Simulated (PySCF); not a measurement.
Compound: C₂H₄BF₃.
Bonds: B1–C2, C2–C3, C3–F4, C3–F5, C3–F6. Hydrogens: H7, H8 on B1; H9, H10 on C2.

The calculation used core-valence-separated Tamm–Dancoff BHandHLYP/aug-pcX-1 (pcseg-1 on H) in PySCF, non-relativistic, gas phase, PBE0-D3(BJ)/def2-SVP geometry. The energies are unshifted.

(1) List the boron K-edge absorption lines.

(2) What does the C 1s absorption edge look like?

(3) List the fluorine K-edge absorption lines.

Answers

(1) 
| E (eV) | f | core hole on | main final orbital |
| --- | --- | --- | --- |
| 185.40 | 0.0924 | B1 | LUMO (86 %) |
| 191.37 | 0.0100 | B1 | LUMO+1 (77 %) |
| 191.95 | 0.0096 | B1 | LUMO+2 (49 %) |
| 192.26 | 0.0106 | B1 | LUMO+4 (38 %) |
| 192.31 | 0.0101 | B1 | LUMO+4 (44 %) |
| 192.82 | 0.0041 | B1 | LUMO+8 (37 %) |
| 193.41 | 0.0021 | B1 | LUMO+7 (61 %) |

The first line with a tenth or more of the strongest one's intensity is at 185.40 eV (f = 0.092), with the hole on B1 (three-coordinate boron). It is also the strongest listed.

(2) 
```
E (eV)       f  core hole on  main final orbital
283.73  0.0008            C2         LUMO (95 %)
285.67  0.0179            C2       LUMO+1 (76 %)
286.17  0.0367            C2       LUMO+4 (39 %)
287.43  0.0038            C2       LUMO+2 (47 %)
287.69  0.0004            C2       LUMO+3 (39 %)
287.79  0.0084            C2       LUMO+3 (49 %)
288.12  0.0007            C2       LUMO+4 (45 %)
288.28  0.0027            C2       LUMO+6 (39 %)
288.52  0.0068            C2       LUMO+5 (57 %)
288.78  0.0020            C2       LUMO+9 (70 %)
288.95  0.0028            C2              spread
```

The first line with a tenth or more of the strongest one's intensity is at 285.67 eV (f = 0.018), with the hole on C2 (sp3 carbon bound to boron). The strongest listed is at 286.17 eV (f = 0.037; C2).

(3) 
| E (eV) | f | core hole on | main final orbital |
| --- | --- | --- | --- |
| 686.32 | 0.0017 | F4 | LUMO (97 %) |
| 686.35 | 0.0014 | F6 | LUMO (97 %) |
| 686.75 | 0.0004 | F5 | LUMO (98 %) |
| 687.28 | 0.0387 | F4/F6 | spread (2 roots, f summed) |
| 687.37 | 0.0079 | F5 | spread |
| 687.66 | 0.0319 | F5 | LUMO+1 (37 %) |
| 687.96 | 0.0465 | F4/F6 | spread (2 roots, f summed) |
| 688.49 | 0.0027 | F4/F6 | LUMO+1 (2 roots, f summed) |
| 688.58 | 0.0078 | F5 | spread |
| 688.69 | 0.0059 | F5 | LUMO+4 (55 %) |
| 688.75 | 0.0095 | F4 + F6 | LUMO+2 (2 roots, f summed) |

The first line with a tenth or more of the strongest one's intensity is at 687.28 eV (f = 0.039, sum of 2), with the hole on F4/F6 (fluorine of a CF3 group). The strongest listed is at 687.96 eV (f = 0.047, sum of 2; F4/F6).

Roots within 0.03 eV whose holes lie on the same, on equivalent or on shared atoms are summed into one line, and the highest roots are left out, as the search may have cut off their partners. Final orbitals are the ground state's empty Kohn–Sham orbitals.

Problem. What are the wavelength and the wavenumber of the 192.31 eV line?

Solution. λ = 12398.42 eV Å/192.31 eV = 64.471 Å; 1.5511 × 10⁶ cm⁻¹.

The ionisation thresholds weren't computed; near and above them a finite basis only mimics Rydberg series and continuum.

Shape of the structure used: `[BH2:1][CH2:2][C:3]([F:4])([F:5])[F:6]`: B1–C2–C3–F4 61°.

One conformer stands for the species.
